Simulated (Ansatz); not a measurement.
Reaction (ligand exchange at the Si–C bond): `C#C[SiH2]S[SiH3]` + H₂S → `[SiH3]S[SiH2]S` + `C#C`

Isolated molecules relaxed with PBE0-D4/def2-TZVP in Ansatz; ΔE leaves out vibrations. CBS: MP2 limit from def2 TZ/QZ plus the TZ coupled-cluster correction, frozen cores. This one scheme is used for every species. DFT in def2-TZVPP. B3LYP here is the variant with VWN-RPA as its local correlation; programs differ in this. Each species was taken in one conformer, which may not be the lowest.

| level | ΔE (kcal/mol) | difference from CCSD(T)/CBS |
| --- | --- | --- |
| PBE-D4 | -5.8 | -0.7 |
| r2SCAN-D4 | -5.2 | -0.1 |
| PBE0-D4 | -5.8 | -0.7 |
| B3LYP-D4 | -4.7 | 0.4 |
| ωB97X-V | -5.1 | 0.0 |
| ωB97M-V | -5.4 | -0.3 |
| B2PLYP | -4.3 | 0.8 |
| PBE | -5.6 | -0.5 |
| r2SCAN | -5.2 | -0.1 |
| PBE0 | -5.6 | -0.5 |
| B3LYP | -4.2 | 0.9 |
| HF/def2-TZVPP | -3.6 | 1.5 |
| MP2/def2-TZVPP | -4.4 | 0.7 |
| SCS-MP2/def2-TZVPP | -3.7 | 1.4 |
| CCSD/def2-TZVPP | -4.1 | 1.0 |
| CCSD(T)/def2-TZVPP | -4.2 | 0.9 |
| HF/def2-QZVPP | -3.5 | 1.6 |
| MP2/def2-QZVPP | -4.9 | 0.2 |
| SCS-MP2/def2-QZVPP | -4.2 | 0.9 |
| HF/CBS(def2) | -3.4 | 1.7 |
| MP2/CBS(def2) | -5.3 | -0.2 |
| CCSD/CBS(def2) | -5.0 | 0.1 |
| CCSD(T)/CBS | -5.1 | 0 |

Largest T1 diagnostic among the species: 0.013.
